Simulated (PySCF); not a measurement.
## Worked example: oscillator strength and radiative lifetime

Si(OMe)(SiH3) (CH6OSi2), SMILES CO[Si][SiH3] (connectivity only; charge and spin as stated), neutral, multiplicity 1.

Geometry: B3LYP-D3(BJ)/def2-SVP. The structure was generated by enumeration; whether it is a known compound was not checked. Other conformers were not sampled.

TDDFT-M06-2X/def2-SVPD (PySCF) puts the first singlet state with f over 0.02 at 4.82 eV (vertical), with the transition dipole (-0.213, 0.855, 0.000) in atomic units.

Find the oscillator strength, the wavelength and the radiative lifetime that this transition would have in vacuum if emission retraced absorption.


|μ|² = 0.7764 au, so |μ| = 2.24 D. ΔE = 4.82/27.211 = 0.1771 hartree. f = (2/3) ΔE |μ|² = 0.092 (the program prints 0.092).
λ = 1239.84/4.82 = 257 nm; ν = 38876 cm⁻¹.
Einstein's coefficient A = 0.6670 ν² f s⁻¹ (ν in cm⁻¹) = 9.2e7 s⁻¹, so τ = 1/A = 11 ns. This state is S2; the lower singlet has f = 0.004. The figure is the radiative limit of this one transition; relaxation, internal conversion, crossing to triplets and a medium change what is measured.
